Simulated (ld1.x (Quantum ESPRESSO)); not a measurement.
# cerium (Ce), PAW: configuration errors across variants

```json
{
  "Element": "Ce",
  "Generator": "ld1.x (Quantum ESPRESSO) 7.5",
  "Type": "PAW",
  "Functional": "PBE",
  "Relativity": "fully relativistic",
  "Frozen core": "[Kr] 4d10 4f1",
  "Valence charge": "11",
  "Reference configuration": "5s2 5p6 5d1.5 6s1.5 6p0",
  "Partial waves": "5s (bound): rcut 1.95, rcutus 2.00 bohr; 6s (bound): rcut 1.95, rcutus 2.00 bohr; 5p (bound): rcut 2.30, rcutus 2.60 bohr; 6p (bound, empty): rcut 2.30, rcutus 2.60 bohr; 5d (bound): rcut 3.15, rcutus 4.10 bohr; 5d channel at 1 Ry: rcut 3.15, rcutus 4.10 bohr",
  "Local potential": "all-electron potential smoothed inside 3.30 bohr (lloc = -1)",
  "Core correction": "Bessel-smoothed model core inside 0.95 bohr",
  "Augmentation charge": "BESSEL, radius 1.95 bohr"
}
```

Open shells are filled in proportion to 2j + 1 (rel_dist='average').

All-electron excitation energies from the reference (eV): (1) 5s2 5p6 5d1 6s2 6p0 -0.398; (2) 5s2 5p6 5d1 6s1 6p0 5.672; (3) 5s2 5p6 5d1 6s0 6p0 16.752; (4) 5s2 5p6 5d0 6s2 6p1 1.883; (5) 5s2 5p6 5d1 6s1.5 6p0 2.044; (6) 5s2 5p6 5d0 6s0 6p0 35.919; (7) 5s1 5p6 5d1 6s2 6p0 45.300.

Tests that are not counted but printed errors over 1 eV. “all radii but the core radius scaled by about 1.09 (s 2.18, p 2.84, d 4.48 bohr, rcut 2.14/2.52/3.44); local potential all-electron potential smoothed inside 3.62 bohr (lloc = -1); augmentation BESSEL, radius 2.14 bohr”: 5s2 5p6 5d0 6s0 6p0 (solver errors, printed error -416 eV); 5s1 5p6 5d1 6s2 6p0 (solver errors, printed error -607 eV).

2 further variants failed, have other tests or too few solved ones, and are left out.

Errors AE − PS in meV (a dash: test not solved or not reliable):

```tsv
change	(1)	(2)	(3)	(4)	(5)	(6)	(7)	bound ghosts
base	-11	-13	-23	-300	-12	-216	-481	not determined
all radii but the core radius scaled by about 1.09 (s 2.18, p 2.84, d 4.48 bohr, rcut 2.14/2.52/3.44); local potential all-electron potential smoothed inside 3.62 bohr (lloc = -1); augmentation BESSEL, radius 2.14 bohr	+0.6	+0.6	-6.9	+23	+0.6	–	–	not determined
all radii but the core radius scaled by about 1.15 (s 2.30, p 2.98, d 4.70 bohr, rcut 2.24/2.64/3.62); local potential all-electron potential smoothed inside 3.78 bohr (lloc = -1); augmentation BESSEL, radius 2.24 bohr	+0.7	+1.5	-3.3	–	–	–	–	not determined
all radii but the core radius scaled by about 1.37 (s 2.74, p 3.56, d 5.62 bohr, rcut 2.68/3.16/4.32); local potential all-electron potential smoothed inside 4.52 bohr (lloc = -1); augmentation BESSEL, radius 2.68 bohr	–	–	–	–	–	–	–	not determined
```

Q: Give the same row for: all radii but the core radius scaled by about 1.25 (s 2.50, p 3.26, d 5.14 bohr, rcut 2.44/2.88/3.94); local potential all-electron potential smoothed inside 4.12 bohr (lloc = -1); augmentation BESSEL, radius 2.44 bohr.

A: –, –, –, –, –, –, –; bound ghosts: not determined.
